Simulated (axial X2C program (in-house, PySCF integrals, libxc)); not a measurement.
Photoelectron levels of BBr by EOM-IP-CCSD

Computed with an axial X2C code built on PySCF integrals: two-component X2C with atomic mean-field Coulomb and Gaunt terms, Gaussian nuclei, basis Br dyall-cv3z, B dyall-v3z with contracted cores.

R = 1.893 Å (near the PBE0 minimum at charge 0 of the determinant lowest at the starting distance; the state shown can have its own minimum elsewhere).

Vertical ionisation energies of BBr to the states of BBr⁺:

```json
{"Ω of BBr⁺": "1/2", "vertical IE (eV)": "10.010", "above lowest (cm⁻¹)": "0", "ionised spinor": "44% B sσ, 38% B pσ, 13% Br pσ", "one-hole weight": "0.92"}
{"Ω of BBr⁺": "3/2", "vertical IE (eV)": "12.308", "above lowest (cm⁻¹)": "18542", "ionised spinor": "85% Br pπ, 10% B pπ", "one-hole weight": "0.94"}
{"Ω of BBr⁺": "1/2", "vertical IE (eV)": "12.605", "above lowest (cm⁻¹)": "20932", "ionised spinor": "86% Br pπ, 9% B pπ", "one-hole weight": "0.94"}
{"Ω of BBr⁺": "1/2", "vertical IE (eV)": "15.961", "above lowest (cm⁻¹)": "48003", "ionised spinor": "62% Br pσ, 23% B sσ, 7% Br sσ", "one-hole weight": "0.75"}
```

Task: Take the first Ω = 1/2 and Ω = 3/2 rows of π character: how far apart are they, and which lies lower?

Result: E(3/2) − E(1/2) = 18542 − 20932 = -2390 cm⁻¹ at EOM-IP-CCSD: inverted, Ω = 3/2 lower. Splittings at this level can be off by ten to twenty per cent.

This point took 6 s on 1 thread of Intel(R) Xeon(R) Processor @ 2.30GHz, on a shared host.

Reference electrons by ω block (each with its −ω partner): 1/2: 14, 3/2: 5, 5/2: 1. 10 electrons of BBr correlated (inner shells frozen), 94 natural virtual spinors (a truncated set); levels can be off by some tenths of an eV. Roots sought by Ω: (1/2: 4, 3/2: 3, 5/2: 1); the list ends where they run out and leaves out roots under 60 % one-particle weight. The solver can skip a root, and states that need a further excitation, which the method places far too high, are missing though they may lie low or lowest. T1 of the reference 0.018 (Lee–Taylor). Number of frozen shells: Br 3 s, 2 p, 1 d; B 1 s.
